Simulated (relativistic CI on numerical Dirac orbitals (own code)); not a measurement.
**I7+: q coefficients and field-shift factors**

Method of calculation: Dirac-Coulomb-Breit CI, separate exchange-only KLI orbitals for each configuration, derivatives by finite differences, unscaled Slater integrals, QED left out (own radial code, finite nucleus).

Configuration list (outside the closed core [Kr]): 4d10, 4d9 5s, 4d9 4f, 4d9 5p, 4d9 5d. Double excitations out of closed p, d and f shells are left out; levels of such configurations are missing from the list, as are those of other unlisted configurations, and high levels can miss mixing partners.

With x = (α/α₀)² − 1 an excitation energy changes as ω = ω₀ + qx; K = 2q/ω₀ is the relative enhancement. Terms are leading LS components, so labels can repeat. The field-shift factor is F = δν/δ⟨r²⟩ for the transition from the lowest level.

Lowest level 4d10 1S_0.

```tsv
Level	ω₀ (cm⁻¹)	q (cm⁻¹)	K	F (GHz/fm²)
4d9 5s 3D_3	380265	-46030	-0.242	33.4
4d9 5s 3D_2	383887	-44610	-0.232	33
4d9 5s 3D_1	394289	-32230	-0.163	33.6
4d9 5s 1D_2	398385	-32570	-0.164	32.9
4d9 5p 3P°_2	489002	-35620	-0.146	5.21
4d9 5p 3F°_3	493246	-37320	-0.151	5.26
4d9 5p 3P°_1	504548	-18960	-0.0752	5.04
4d9 5p 3F°_2	504581	-23870	-0.0946	5.38
4d9 5p 3F°_4	506581	-19660	-0.0776	4.72
4d9 5p 1D°_2	513767	-21680	-0.0844	4.87
4d9 5p 3P°_0	514727	-5822	-0.0226	4.91
4d9 5p 3D°_3	515816	-19370	-0.0751	4.74
4d9 5p 1P°_1	516603	-21410	-0.0829	5.12
4d9 5p 3F°_3	523730	-6470	-0.0247	4.91
4d9 5p 3D°_1	526600	-8464	-0.0321	4.91
4d9 5p 3D°_2	529312	-6594	-0.0249	4.93
4d9 4f 3P°_0	603740	-9851	-0.0326	4.3
4d9 4f 3P°_1	606000	-8134	-0.0268	4.33
4d9 4f 3P°_2	610521	-4996	-0.0164	4.4
4d9 4f 3H°_6	619973	-10140	-0.0327	4.41
4d9 4f 3H°_5	623476	-8611	-0.0276	4.42
4d9 4f 3H°_4	630334	-2125	-0.00674	4.51
4d9 4f 1D°_2	631316	-10410	-0.033	4.45
```

At this charge configurations can still be misplaced by up to about 7 % of their energy. Levels and lines within the n = 5 or 6 shells can be off by up to 10 % or somewhat more, and those that change n by about 2 %, since core polarisation is missing.
